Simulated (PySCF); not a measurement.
Al(F)(Br)(Et) (C₂H₅AlBrF), SMILES C[CH2][Al]([F])[Br].

Coordinates come from a B3LYP-D3(BJ)/def2-SVP optimisation. The structure was generated by enumeration; whether it is a known compound was not checked. Other conformers were not sampled.

All values below come from PBE0/def2-TZVP in PySCF.

Isolated molecule, no solvent.

The total energy comes out as -2995.28112 hartree and the highest occupied level is -8.30 eV. The lowest empty level comes out as -0.73 eV. The orbital gap is 7.58 eV, the dipole moment is 2.29 D and the quadrupole, principal values (traceless, Buckingham form, about the centre of nuclear charge) comes out as -7.81, 1.58, 6.23 D·Å. The mean static polarisability is 67.0 bohr³ (9.93 Å³) and the polarisability, principal values comes out as 54.0, 59.8, 87.1 bohr³.
